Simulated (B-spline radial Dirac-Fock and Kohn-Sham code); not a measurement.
# Isotope-shift constants of the inner levels of Cr³⁺

System: chromium as Cr³⁺ in the configuration [Ar] 3d3.

Input of the calculation (task.json; shells as n, l, electrons):

```json
{"items": [{
  "Z": 24,
  "q": 3,
  "cfg": [[1, 0, 2], [2, 0, 2], [2, 1, 6], [3, 0, 2], [3, 1, 6], [3, 2, 3]],
  "A": 52,
  "rrms": 3.6452,
  "do": "isoshift",
  "isotopes": [[50, 49.946042209, 3.6588], [52, 51.940504714, 3.6452], [53, 52.940646304, 3.6511], [54, 53.938877359, 3.6885]]
}]}
```

Launch: `python xray2_run.py task.json out`

Calculated with an atomic code on a B-spline grid, using first-order field-shift and mass-shift constants from Dirac-Fock ground and hole states with a Fermi nucleus; the mass shift has no relativistic recoil terms. A binding energy shifts by δE = F·δ⟨r²⟩ + (K_N + K_S)·δ(1/M); F is taken for a change of radius at fixed skin thickness and so holds the higher radial moments.

| level | F (meV/fm²) | K_N (meV u) | K_S (meV u) |
| --- | --- | --- | --- |
| K (1s) | -2.385 | -3319 | 1231 |
| L1 (2s) | -0.2158 | -412.7 | -93.95 |
| L2 (2p1/2) | 0.02365 | -349.9 | 304.4 |
| L3 (2p3/2) | 0.02415 | -345.2 | 292.3 |
| M1 (3s) | -0.03064 | -71.00 | -16.75 |
| M2 (3p1/2) | 0.003222 | -51.96 | 36.01 |
| M3 (3p3/2) | 0.003295 | -51.37 | 33.79 |

Line shifts in meV from A = 52 (mass 51.9405 u, rms radius 3.6452 fm); radii from Angeli and Marinova (2013).

```
 A  mass (u)  radius (fm)    Kα1    Kα2    Kβ1    Lβ3
50   49.9460       3.6588  -1.80  -1.81  -1.83  -0.40
53   52.9406       3.6511  +0.64  +0.64  +0.65  +0.17
54   53.9389       3.6885      ?      ?      ?      ?
```

Q: What are the shifts for A = 54?

A: Kα1 +0.69 meV (field -0.77, mass +1.45); Kα2 +0.69 meV (field -0.76, mass +1.46); Kβ1 +0.72 meV (field -0.76, mass +1.48); Lβ3 +0.28 meV (field -0.07, mass +0.35).
